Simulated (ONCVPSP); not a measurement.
**indium (In), ONCV: configuration errors across variants**

```json
{
  "Element": "In",
  "Generator": "ONCVPSP 4.0.1",
  "Type": "optimised norm-conserving Vanderbilt (ONCV)",
  "Functional": "PBE",
  "Relativity": "scalar-relativistic",
  "Frozen core": "[Ar] 3d10",
  "Valence charge": "21",
  "Reference configuration": "4s2 4p6 4d10 5s2 (charge +1)",
  "Partial waves": "4s+5s: rc 1.40 bohr, ncon 4, nbas 7, qcut 7.3 1/bohr, 2 projectors; 4p: rc 1.00 bohr, ncon 5, nbas 8, qcut 6.6 1/bohr, 2 projectors, debl 2.5 Ha; 4d: rc 1.00 bohr, ncon 4, nbas 9, qcut 8.7 1/bohr, local",
  "Local potential": "the d channel",
  "Core correction": "polynomial model core, fcfact 0.2"
}
```

In the p channel the program set the typed energies aside and used -3.146, 0.250 Ha.

All-electron excitation energies from the reference (eV): (1) 4s2 4p6 4d10 5s2 5p1 -5.363; (2) 4s2 4p6 4d10 5s1 19.235; (3) 4s2 4p6 4d10 5s0 47.555; (4) 4s2 4p6 4d10 5s1 5p2 0.478.

5 further variants failed, have other tests or too few solved ones, and are left out.

A true bound ghost makes a file unfit for plane-wave use even where its test errors are small: the radial tests pick states by their node count and pass the ghost by.

Errors AE − PS in meV (a dash: test not solved or not reliable):

| change | (1) | (2) | (3) | (4) | bound ghosts | GHOST(+) flags above zero |
| --- | --- | --- | --- | --- | --- | --- |
| base | +1.0 | -4.8 | -17 | -0.9 | none | p |
| d: rc 0.72 | +1.1 | -4.5 | -15 | -0.8 | s | none |
| d: rc 0.9 | +1.1 | -4.7 | -17 | -0.8 | none | s, p |

Give the same row for: d: rc 0.76.

+1.1, -4.6, -16, -0.8; bound ghosts: s; GHOST(+) flags above zero: p.
